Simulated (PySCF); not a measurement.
Compound: C6H9F3GeO.
Numbering: `[F:1][C:2]([F:3])([F:4])[C@@H:5]1[CH2:6][C@:7]12[CH2:8][C@H:9]2[O:10][GeH3:11]` (hydrogens: H12 on C5; H13, H14 on C6; H15, H16 on C8; H17 on C9; H18, H19, H20 on Ge11)

Structure used (PBE0-D3(BJ)/def2-SVP), in Å, numbered top down from 1:
```
atom  x, y, z in Å
F1    -3.156   -0.069    1.373
C2    -2.780    0.473    0.206
F3    -2.847   -0.492   -0.719
F4    -3.694    1.395   -0.111
C5    -1.410    1.061    0.307
C6    -0.511    1.084   -0.912
C7    -0.241    0.167    0.210
C8     0.067   -1.273    0.389
C9     0.928   -0.202    1.034
O10    2.209    0.100    0.628
Ge11   3.034   -0.620   -0.787
H12   -1.370    1.908    0.999
H13    0.136    1.958   -1.033
H14   -0.915    0.666   -1.839
H15    0.462   -1.810   -0.480
H16   -0.579   -1.878    1.034
H17    0.821   -0.093    2.120
H18    4.349    0.162   -0.853
H19    3.264   -2.122   -0.536
H20    2.187   -0.413   -2.058
```

The calculation used PySCF, PBE0-D3(BJ)/def2-SVP geometry optimisation, gas phase.

Take the most abundant isotopes and a rigid rotor. The values belong to one conformer with, in the numbering `[F:1][C:2]([F:3])([F:4])[C@@H:5]1[CH2:6][C@:7]12[CH2:8][C@H:9]2[O:10][GeH3:11]`, C8–C9–O10–Ge11 5°.

Problem. Give the principal moments of inertia and the rotational constants in GHz.

Solution. Ia = 207.65, Ib = 1683.67, Ic = 1713.97 u·Å²; 505379 MHz·u·Å²/I gives 2434, 300.2 and 294.9 MHz, that is A = 2.4338, B = 0.3002, C = 0.2949 GHz.

Problem. Classify the top.

Solution. A near-prolate asymmetric top; Ray's κ = -0.995.

Problem. What does the inertial defect say?

Solution. Not planar: Δ = Ic − Ia − Ib = -177.35 u·Å². For a rigid frame Δ = −2 Σ m c², so Σ m c² = 88.67 u·Å² lies off the ab plane: 13.93 from hydrogen and 74.74 from heavier atoms. The atom farthest from that plane is 1.88 Å away.

Problem. Where do the levels up to J = 5 lie, in MHz?

Solution. Above 0(0,0):
J = 1: 1(0,1) 595, 1(1,1) 2729, 1(1,0) 2734
J = 2: 2(0,2) 1785, 2(1,2) 3913, 2(1,1) 3929, 2(2,1) 10330, 2(2,0) 10330
J = 3: 3(0,3) 3570, 3(1,3) 5691, 3(1,2) 5722, 3(2,2) 12115, 3(2,1) 12116, 3(3,1) 22797, 3(3,0) 22797
J = 4: 4(0,4) 5950, 4(1,4) 8060, 4(1,3) 8113, 4(2,3) 14496, 4(2,2) 14496, 4(3,2) 25177, 4(3,1) 25177, 4(4,1) 40132, 4(4,0) 40132
J = 5: 5(0,5) 8925, 5(1,5) 11022, 5(1,4) 11101, 5(2,4) 17471, 5(2,3) 17471, 5(3,3) 28152, 5(3,2) 28152, 5(4,2) 43107, 5(4,1) 43107, 5(5,1) 62334, 5(5,0) 62334

Problem. Predict some low-J microwave lines.

Solution. The dipole components are |μa| = 2.10 D, |μb| = 0.57 D, |μc| = 0.16 D. Intensities carry the squares of the components, which stand as 1.00 : 0.07 : 0.01 (a : b : c). Some lines, for components of 0.1 D or more:

```csv
type,branch,"J(Ka,Kc)",MHz,lower level (cm⁻¹)
a,R,"3(0,3) ← 2(0,2)",1785,0.060
c,Q,"4(1,4) ← 4(0,4)",2110,0.198
c,Q,"1(1,1) ← 1(0,1)",2134,0.020
b,Q,"5(1,4) ← 5(0,5)",2176,0.298
a,R,"4(2,2) ← 3(2,1)",2380,0.404
c,R,"1(1,0) ← 0(0,0)",2734,0.000
a,R,"5(2,4) ← 4(2,3)",2975,0.484
b,R,"3(1,3) ← 2(0,2)",3905,0.060
b,Q,"4(2,3) ← 4(1,4)",6436,0.269
b,R,"4(2,2) ← 3(1,3)",8805,0.190
c,R,"5(2,3) ← 4(1,3)",9358,0.271
b,R,"5(2,3) ← 4(1,4)",9411,0.269
c,Q,"5(3,3) ← 5(2,3)",10681,0.583
b,Q,"5(3,2) ← 5(2,3)",10681,0.583
b,Q,"4(3,2) ← 4(2,3)",10682,0.484
c,R,"3(3,0) ← 2(2,0)",12467,0.345
c,R,"4(3,1) ← 3(2,1)",13062,0.404
b,R,"5(4,2) ← 4(3,1)",17929,0.840
```

Problem. Estimate the classical rotational partition function at 10 K, 50 K and 298.15 K.

Solution. Point group C1, symmetry number σ = 1; q = (√π/σ)·√((kT/h)³/(ABC)), k/h = 20836.6 MHz/K: 11500 at 10 K, 128000 at 50 K, 1870000 at 298.15 K.

Stationary, but not proved a minimum. No vibrational averaging or centrifugal distortion is included, and the geometry carries the error of its method. A rigid rotor knows nothing of internal rotation, which can split or shift real lines.

Rough CPU time on one thread of a shared machine: about 11 min. This is the geometry optimisation.
